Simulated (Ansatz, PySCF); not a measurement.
Gas-phase reaction R1 → P1, each structure at its B3LYP-D3(BJ)/def2-TZVP stationary point, reached from a drawn start; harmonic modes at that level show minima.
R1, C2H4F2 (SMILES FCCF) (charge 0, multiplicity 1):
```tsv
atom	x (Å)	y (Å)	z (Å)
F	-1.3814	0.8903	-0.6460
C	-0.7391	-0.1419	0.0294
C	0.7518	0.0274	-0.0362
F	1.1618	1.0896	0.7625
H	-1.0235	-1.0854	-0.4453
H	-1.0841	-0.1323	1.0655
H	1.2415	-0.8797	0.3296
H	1.0730	0.2321	-1.0597
```
P1, C2H4F2 (SMILES FCCF) (charge 0, multiplicity 1):
```tsv
atom	x (Å)	y (Å)	z (Å)
F	-1.3520	0.9584	-0.6523
C	-0.7511	-0.0912	0.0384
C	0.7511	0.0912	-0.0384
F	1.3520	-0.9586	0.6520
H	-1.0558	-1.0301	-0.4271
H	-1.0962	-0.0657	1.0734
H	1.0961	0.0660	-1.0734
H	1.0558	1.0299	0.4274
```

P less R. No zero-point or thermal terms. One arrangement of each flexible species, with no search for the lowest.

Cores are frozen in the correlated methods.

The values were computed with Ansatz (a program for electronic structure) with Gaussian orbitals; PySCF for M06-2X and the D3/D4 terms. Each number belongs to the level named beside it.

```tsv
level	reaction energy (kcal/mol)
HF/cc-pVQZ	0.33
PBE-D4/def2-TZVPP	1.34
B97M-V/def2-TZVPP	1.21
B3LYP-D4/def2-TZVPP	0.99
PBE0-D3(BJ)/def2-TZVPP	1.14
M06-2X/def2-TZVPP	0.85
wB97M-V/def2-TZVPP	1.04
SCS-MP2/cc-pVTZ	…
SCS-MP2/cc-pVQZ	…
```

Q: Some entries are withheld; supply them.

A: 
- SCS-MP2/cc-pVTZ, reaction energy (kcal/mol): 0.53
- SCS-MP2/cc-pVQZ, reaction energy (kcal/mol): 0.65
